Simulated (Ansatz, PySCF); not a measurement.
Energy difference R1 + R2 → P1 + P2, each structure at its B3LYP-D3(BJ)/def2-TZVP stationary point, reached from a drawn start (curvature not checked).
P1: H2 (SMILES [H][H]), charge 0, multiplicity 1.
R1, HCl (SMILES Cl) (charge 0, multiplicity 1, Z-matrix in Å and degrees):
```
Cl
H 1 1.2820
```
R2: SiH4 (SMILES [SiH4]), charge 0, multiplicity 1.
P2, ClH3Si (SMILES [SiH3]Cl) (charge 0, multiplicity 1):
```xyz
5

Si    -0.13240    -0.00592    -0.00478
Cl     1.93064     0.08594     0.06945
H     -0.51992    -1.00877    -1.01568
H     -0.64687     1.32630    -0.37671
H     -0.63144    -0.39765     1.32763
```

P less R. No zero-point or thermal terms.

Frozen-core correlation throughout. CBS(a, b) extrapolates the correlation energy as X⁻³ and adds the Hartree–Fock energy of set b.

Run with Ansatz (a quantum-chemistry and plane-wave program); PySCF for the D3/D4 terms. No computed number here is a measurement.

PBE/def2-TZVPP gives -16.06 kcal/mol for the reaction energy.

Problem. Predict the shift from PBE, with its sign, for: PBE-D3(BJ)/def2-TZVPP, r2SCAN/def2-TZVPP, B3LYP/def2-TZVPP, wB97M-V/def2-TZVPP, B2PLYP/def2-TZVPP, MP2/CBS(cc-pV(T+d)Z, cc-pV(Q+d)Z), CCSD(T)/CBS(cc-pV(T+d)Z, cc-pV(Q+d)Z).

Solution. PBE-D3(BJ)/def2-TZVPP -0.60; r2SCAN/def2-TZVPP -1.71; B3LYP/def2-TZVPP 0.50; wB97M-V/def2-TZVPP -1.09; B2PLYP/def2-TZVPP -0.41; MP2/CBS(cc-pV(T+d)Z, cc-pV(Q+d)Z) -3.51; CCSD(T)/CBS(cc-pV(T+d)Z, cc-pV(Q+d)Z) -1.62 kcal/mol. 1 of 7 lie above PBE; the widest gap is to MP2/CBS(cc-pV(T+d)Z, cc-pV(Q+d)Z).
